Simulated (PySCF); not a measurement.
# Krypton: a sound run and one with changed settings

Sound run: Kr⁺ [Ar] 3d10 4s2 4p5, Kr²⁺ [Ar] 3d10 4s2 4p4. Calculation: PySCF 2.14, in cc-pVTZ-PP with ECP10MDF (5s4p3d1f, 39 functions); a scalar-relativistic core potential. In the sound run the correlated levels freeze 3s2 3p6 3d10 outside the core potential. The sound run starts from symmetry-adapted Hartree-Fock orbitals and uses a fine grid where one is needed.

Changed run: initial guess minao, at most 50 SCF cycles.

```tsv
species	method	sound run (hartree)	changed run (hartree)	converged
Kr⁺	UHF	-461.71667	-461.71667	yes
Kr⁺	TPSS	-462.97032	-462.97032	yes
Kr⁺	CCSD(T)	-461.87960	-461.87960	yes
Kr²⁺	M06-2X	-462.36174	-462.36174	yes
Kr²⁺	MP2	-460.97051	-460.97051	yes
```

Here the plain start reaches the same solutions.
